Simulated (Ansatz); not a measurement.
Spin states of F3Re (SMILES [F][Re]([F])[F]), each relaxed with B3LYP-D3(BJ)/def2-TZVP.
State 1 (charge 0, multiplicity 3):
```
atom    x (Å)    y (Å)    z (Å)
----  -------  -------  -------
Re    -0.0142   0.0171  -0.0143
F     -1.5484  -0.9781  -0.0204
F     -0.0158   1.7041  -0.7209
F      1.5204  -0.6760   0.6996
```
State 2 (charge 0, multiplicity 1):
```xyz
4

Re     0.1331    -0.0508     0.0549
F     -1.5681    -0.7034    -0.1402
F     -0.2591     1.5593    -0.7274
F      1.6361    -0.7380     0.7566
```

Singlets are restricted, other states unrestricted; no spin–orbit coupling, no relativity up to Kr; see below for the cores. The largest T1 diagnostic is 0.027.

Correlated levels freeze the inner cores; with def2 sets outer-core shells near the valence are correlated too. CBS(a, b) extrapolates the correlation energy as X⁻³ and adds the Hartree–Fock energy of set b.

The values were computed with Ansatz (a program for electronic structure). Values without a source in brackets are computed. In def2 rows elements past Kr take small-core potentials, without spin–orbit coupling.

Question: Give the energy of the multiplicity-1 state less that of the multiplicity-3 state at the level B3LYP/def2-TZVPP.

Answer: 19.2 kcal/mol

Question: What is the computed energy of the multiplicity-1 state less that of the multiplicity-3 state (CCSD(T)/def2-TZVPP)?

Answer: 18.6 kcal/mol

Question: What is the computed energy of the multiplicity-1 state less that of the multiplicity-3 state (CCSD(T)/CBS(def2-SVP, def2-TZVPP))?

Answer: 18.3 kcal/mol

Doubts at one or more of the structures used: a restricted determinant that unrestricted orbitals would lower (CCSD(T)/def2-TZVPP, CCSD(T)/CBS(def2-SVP, def2-TZVPP)).
